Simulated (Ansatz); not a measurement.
Abstraction of H: GeH(OH)3 + C3H8N → Ge(OH)3 + C3H9N

Gas-phase species: GeH(OH)3, singlet; C3H8N `[CH2]N(C)C`, doublet; Ge(OH)3, doublet; C3H9N `CN(C)C`, singlet. A radical takes H: the energy is the difference in strength between the Ge–H bond broken and the C–H bond made.

Shapes, held fixed at every level: PBE0-D4/def2-TZVP. Flexible molecules stand in one conformer, not always the lowest. Programs: Ansatz 0.2.0. The zero-point and thermal change to 298 K, harmonic and unscaled (PBE0-D4/def2-TZVP), is +10.6 kJ/mol.

| level | kind | ΔH(298 K) (kJ/mol) | less CCSD(T)/def2-SVP |
| --- | --- | --- | --- |
| MP2/def2-SVP | perturbation theory | -26.4 | -5.3 |
| MP2/def2-TZVPP | perturbation theory | -32.2 | -11.1 |
| HF/def2-SVP | Hartree–Fock | +1.3 | +22.4 |
| PBE-D4/def2-TZVPP | GGA | -40.7 | -19.6 |
| r2SCAN-D4/def2-TZVPP | meta-GGA | -30.0 | -8.9 |
| wB97M-V/def2-TZVPP | range-separated hybrid | -31.8 | -10.7 |
| B2PLYP/def2-TZVPP | double hybrid | -28.4 | -7.3 |
| CCSD(T)/def2-SVP | coupled cluster or CI | -21.1 | 0.0 |

The highest level, CCSD(T)/def2-SVP, gives ΔH(298 K) = -21.1 kJ/mol; the levels span -40.7 to +1.3. They disagree on the sign: 1 of 8 are positive. The column of differences is taken from that level and isn't an error. No measured value is set beside it here. Open shells run unrestricted. Relativity is left out for Ge. Outer-core shells of Ge are correlated, in sets that cover them unevenly. CCSD(T)/def2-SVP lies outside the range of the other correlated levels here, so it shouldn't be taken on trust.
